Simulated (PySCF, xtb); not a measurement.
C₄H₅N₂, SMILES c1c[nH+]cnc1, charge +1.

GFN2-xTB run with xtb 6.7.1 at its own geometry gives an orbital gap of 2.23 eV.

The structure is a stationary point at TPSSh-D3(BJ)/def2-SVP. The isomer is the one that the SMILES or the coordinates give; other isomers of the formula were not compared.

What does PBE/def2-TZVP (PySCF) give? (An estimate is asked for; the answer gives what the named calculation found.)

gap 3.36 eV (levels -11.91 and -8.55 eV).
